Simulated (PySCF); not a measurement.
PySCF 2.14 output of an unrestricted r2SCAN calculation on a single atom or ion in def2-SVP with the def2 core potential (60 electrons) (6s3p2d1f, 32 functions), with scalar relativity through the core potential:

```
SCF conv_tol = 1e-09
number electrons alpha = 9  beta = 4
    J. W. Furness, A. D. Kaplan, J. Ning, J. P. Perdew, and J. Sun.,  J. Phys. Chem. Lett. 11, 8208-8215 (2020)
    J. W. Furness, A. D. Kaplan, J. Ning, J. P. Perdew, and J. Sun.,  J. Phys. Chem. Lett. 11, 9248-9248 (2020)
    J. W. Furness, A. D. Kaplan, J. Ning, J. P. Perdew, and J. Sun.,  J. Phys. Chem. Lett. 11, 8208-8215 (2020)
    J. W. Furness, A. D. Kaplan, J. Ning, J. P. Perdew, and J. Sun.,  J. Phys. Chem. Lett. 11, 9248-9248 (2020)
cycle= 1 E= -66.6794216891918  delta_E= -0.00478  |g|= 0.00919  |ddm|= 0.392
cycle= 2 E= -66.6794584001723  delta_E= -3.67e-05  |g|= 0.00393  |ddm|= 0.0335
cycle= 3 E= -66.6794673219107  delta_E= -8.92e-06  |g|= 0.000383  |ddm|= 0.00992
cycle= 4 E= -66.6794674108889  delta_E= -8.9e-08  |g|= 1.34e-05  |ddm|= 0.000929
cycle= 5 E= -66.6794674110295  delta_E= -1.41e-10  |g|= 7.41e-07  |ddm|= 6.06e-05
converged SCF energy = -66.6794674110295  <S^2> = 8.7515016  2S+1 = 6.0005005
```

The run itself started from symmetry-adapted Hartree-Fock orbitals and held the occupation by maximum overlap, on a logarithmic radial grid, so the iterations belong to that start.

Task: Which element, charge and spin multiplicity is this?

Result: W+ (tungsten, charge +1), multiplicity 6; the state was [Xe] 4f14 5d4 6s1, high-spin 6D determinant.

Energies and moments cover only the electrons outside the core potential. Spin-orbit coupling, absent here, splits the open shell strongly.
